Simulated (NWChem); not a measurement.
System: C2H2ClI; SMILES C(=C/I)/Cl

Computed with NWChem. The geometry was optimised at PBE0/def2-SVP. def2 effective core potentials on I; no spin-orbit coupling. Level: PBE/def2-SVP with COSMO at NWChem's default radii, gas-phase geometry; rows give the dielectric constant.

For dielectric constant 20.7:

* **electrostatic solvation energy (kcal/mol)**: -2.5
* **dipole in solution (D)**: 1.77

Question: What are these values for dielectric constant 2.4?

Answer: The electrostatic solvation energy (kcal/mol) is -1.5 and the dipole in solution (D) is 1.55.
